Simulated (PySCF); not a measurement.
Molfile (atoms numbered from 1):
```
C3H7F3OSi
     RDKit          3D

 15 14  0  0  0  0  0  0  0  0999 V2000
   -2.3314   -0.6119    0.6051 C   0  0  0  0  0  0  0  0  0  0  0  0
   -1.1828    0.3729    0.4674 C   0  0  0  0  0  0  0  0  0  0  0  0
   -0.4482    0.0646   -0.7011 O   0  0  0  0  0  0  0  0  0  0  0  0
    0.9939    0.4184   -1.2908 Si  0  0  0  0  0  4  0  0  0  0  0  0
    2.3610   -0.0819    0.0200 C   0  0  0  0  0  0  0  0  0  0  0  0
    2.4973   -1.4172    0.1568 F   0  0  0  0  0  0  0  0  0  0  0  0
    2.0669    0.3820    1.2601 F   0  0  0  0  0  0  0  0  0  0  0  0
    3.5930    0.3881   -0.2605 F   0  0  0  0  0  0  0  0  0  0  0  0
   -1.9455   -1.6256    0.6705 H   0  0  0  0  0  0  0  0  0  0  0  0
   -2.9862   -0.5441   -0.2594 H   0  0  0  0  0  0  0  0  0  0  0  0
   -2.9000   -0.3881    1.5030 H   0  0  0  0  0  0  0  0  0  0  0  0
   -1.5617    1.3964    0.3771 H   0  0  0  0  0  0  0  0  0  0  0  0
   -0.5257    0.3206    1.3403 H   0  0  0  0  0  0  0  0  0  0  0  0
    1.2615    1.8375   -1.5087 H   0  0  0  0  0  0  0  0  0  0  0  0
    1.1037   -0.5038   -2.4016 H   0  0  0  0  0  0  0  0  0  0  0  0
  1  2  1  0
  2  3  1  0
  3  4  1  0
  4  5  1  0
  5  6  1  0
  5  7  1  0
  5  8  1  0
  1  9  1  0
  1 10  1  0
  1 11  1  0
  2 12  1  0
  2 13  1  0
  4 14  1  0
  4 15  1  0
M  END
```

Computational details: geometry: GFN2-xTB, GIAO PBE0/pcSseg-1 shieldings, in PySCF 2.14.0 with density-fitted response routines (no relativistic terms, rapidly exchanging positions averaged, isolated molecule, one conformer).

Predict the 2D correlation tables (HSQC, COSY, HMBC).

## Answers



HSQC (one-bond C–H):
```tsv
δH	δC
4.22 (H12/H13)	64.6 (C2)
1.39 (H9/H10/H11)	20.3 (C1)
```

COSY cross peaks (H two or three bonds apart, from the bond graph; peaks can be absent where the dihedral angle is near 90°):
```tsv
δH	δH
4.22 (H12/H13)	1.39 (H9/H10/H11)
```

HMBC (two and three bonds, from the bond graph):
```tsv
δH	δC
4.89 (H14/H15)	138.8 (C5), 64.6 (C2)
4.22 (H12/H13)	20.3 (C1)
1.39 (H9/H10/H11)	64.6 (C2)
```

δ = σ(ref) − σ, references computed at the same level: $^{1}$H (σ = 31.72 ppm), $^{13}$C (σ = 186.93 ppm) vs TMS.

Shifts are as computed. Against solution values, carbons near 30 ppm lie about +3 ppm off and those near 130 ppm about +5 ppm. Of 1309 compounds with measured shifts, 239 miss one by over three times the rms of a fit or turn the order of signals round; such compounds aren't used in these exercises.
